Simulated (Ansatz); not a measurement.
Two isomers of CH6SeSi: A = `[SiH3]C[SeH]`, B = `C[Se][SiH3]`.

Isolated molecules relaxed with PBE0-D4/def2-TZVP in Ansatz; ΔE leaves out vibrations. CCSD(T)/CBS is the MP2 limit (def2-TZVPP, def2-QZVPP) plus CCSD(T) − MP2 in def2-TZVPP, frozen cores. Functionals use def2-TZVPP. For Se outer-core shells are correlated without core-valence functions, which leaves a few kJ/mol of doubt a bond. Scalar relativity is left out up to krypton. One conformer a species, not always the lowest.

**Question.** Which isomer does CCSD(T)/CBS put lower? Give the gap. (Best estimate.)

**Answer.** Ansatz gave: B, by 14.8 kcal/mol.

**Question.** Give E(B) − E(A) in kcal/mol with HF/def2-TZVPP, CCSD(T)/def2-SVP, MP2/def2-TZVPP, ωB97M-V, r2SCAN-D4, LDA (SPW92), PBE0-D4. (An estimate is asked.)

**Answer.** The calculation gave: HF/def2-TZVPP -15.8, CCSD(T)/def2-SVP -13.5, MP2/def2-TZVPP -14.8, ωB97M-V -14.4, r2SCAN-D4 -15.5, LDA (SPW92) -13.7, PBE0-D4 -15.5. None reverses the order clearly.

**Question.** Does the order hold for the free energy at 298.15 K (harmonic terms from PBE0-D4)? (Estimate.)

**Answer.** Computed: Yes: G(B) − G(A) = -13.4 kcal/mol, for one conformer each.

Largest T1 diagnostic: 0.010.

At CCSD(T), def2-SVP lies +1.4 kcal/mol from the extrapolated value and def2-TZVPP +0.7 kcal/mol. Leaving LDA and LC-ωPBE aside and taking each functional with its dispersion term where it has one, the values, not all of them listed here, spread over 1.3 kcal/mol, from r2SCAN0-D4 to CAM-B3LYP-D4. LDA lies +1.6 kcal/mol from PBE without D4.
